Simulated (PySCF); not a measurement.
Geometries of 2 isomers of ClGe2H6N, from PBE0-D3(BJ)/def2-SVP geometry optimisation, gas phase (PySCF). One conformer each, no zero-point energy, no frequencies.

Question: Which isomer lies lower at this level?
A.
```xyz
10
angstrom
Cl     3.136   -0.340    1.868
Ge     2.445    0.350   -0.081
N      0.853    1.205    0.062
Ge    -0.751    0.372    0.437
H      3.509    1.328   -0.594
H      2.253   -0.909   -0.932
H      0.922    2.168    0.382
H     -0.654   -1.020   -0.208
H     -1.003    0.238    1.952
H     -1.881    1.200   -0.200
```
B.
```xyz
10
angstrom
N     -1.665   -0.915    0.192
Ge    -0.598    0.432   -0.415
Cl    -0.976    2.315    0.650
Ge     1.738   -0.074   -0.014
H     -2.662   -0.754    0.067
H     -1.497   -1.198    1.154
H     -1.003    0.702   -1.873
H      2.561    0.212   -1.282
H      1.903   -1.556    0.367
H      2.243    0.814    1.134
```

Answer: B. That is `[NH2][Ge@@H]([Cl])[GeH3]`, 6.0 kcal/mol below the other.

| SMILES | atoms numbered as above | E (Eh) | relative (kcal/mol) | relative (kJ/mol) | dipole (D) |
| --- | --- | --- | --- | --- | --- |
| [NH2][Ge@@H]([Cl])[GeH3] | [NH2:1][Ge@@H:2]([Cl:3])[GeH3:4] | -4671.18414 | 0.0 | 0.0 | 1.74 |
| [Cl][GeH2][NH][GeH3] | [Cl:1][GeH2:2][NH:3][GeH3:4] | -4671.17462 | 6.0 | 25.0 | 2.07 |
